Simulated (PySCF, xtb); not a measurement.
B(H) cation (BH), SMILES [BH] (connectivity only; charge and spin as stated), charge +1, multiplicity 2.

Harmonic wavenumbers (cm⁻¹) from GFN2-xTB (xtb 6.7.1) at its own minimum, in rising order: 2373.

What does PySCF 2.14.0 with PBE-D3(BJ)/def2-TZVPD give at its own minimum? (The exact figures need the calculation; the answer reports its results.)

2453. Paired by order, the mean absolute difference is 80 cm⁻¹ and the zero-point energies are 3.4 and 3.5 kcal/mol.
